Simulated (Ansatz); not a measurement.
Ideal-gas functions of `BC(F)Br` at 400 K and 1 bar, from an Ansatz frequency run at PBE0-D4/def2-TZVP.

Molar mass 124.75 g/mol, point group C1 (symmetry number 1), electronic degeneracy 1, moments of inertia 52.459, 156.908, 193.268 u Å². Harmonic wavenumbers (cm⁻¹, unscaled): 221, 283, 396, 515, 641, 793, 937, 1009, 1030, 1177, 1249, 1394, 2613, 2716, 3166.

Use S(trans) = R[1.5 ln M + 2.5 ln T − 1.1517]; rotational temperatures θ = 24.2544 K / I; S(rot) = R[ln(√π/σ · √(T³/θAθBθC)) + 1.5]; for each mode x = 1.438777 ν̃/T, S = R[x/(eˣ − 1) − ln(1 − e⁻ˣ)] and H = RT x/(eˣ − 1); 1 cm⁻¹ = 0.0119627 kJ/mol; R = 8.31446 J/(mol·K).

By hand: the entropy, in J/(mol·K).

Translation 175.2. Rotation: θ = 0.4623, 0.1546, 0.1255 K, giving 111.6. Vibration, mode by mode: 10.44, 8.52, 6.04, 4.28, 3.00, 1.95, 1.29, 1.05, 0.98, 0.64, 0.52, 0.33, 0.01, 0.01, 0.00, in all 39.0. Electronic 0.0. Sum 325.8 J/(mol·K).

By hand: H − E and G − E in kJ/mol, counted from the electronic energy.

Zero-point energy ½ × 18140 × 0.0119627 = 108.5; thermal vibration 9.7; translation, rotation and pV give 4 RT = 13.3. H − E = 131.5 kJ/mol, and G − E = 131.5 − 400 × 325.8/1000 = 1.2 kJ/mol.

Vibration gives 12 % of the entropy. The sum counts one conformer and one mirror image; others add a mixing term.
